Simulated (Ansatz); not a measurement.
ClHMg (SMILES [MgH][Cl]) moved off its minimum; all values from Ansatz (a first-principles code), cores frozen in correlated methods.
(charge 0, multiplicity 1)
```xyz
3

Mg     0.0351     0.0108    -1.1036
H      0.0296     0.1012    -2.8307
Cl     0.0713     0.0114     0.9652
```

Question: Give the forces (eV/Å), the total energy and the dipole at CCSD(T)/def2-TZVPPD.

Answer: 
```tsv
atom	Fx	Fy	Fz
Mg1	-0.024	0.068	-2.447
H2	-0.007	-0.045	0.320
Cl3	0.031	-0.023	2.127
```
Energy -660.0300 hartree, dipole 0.99 D.
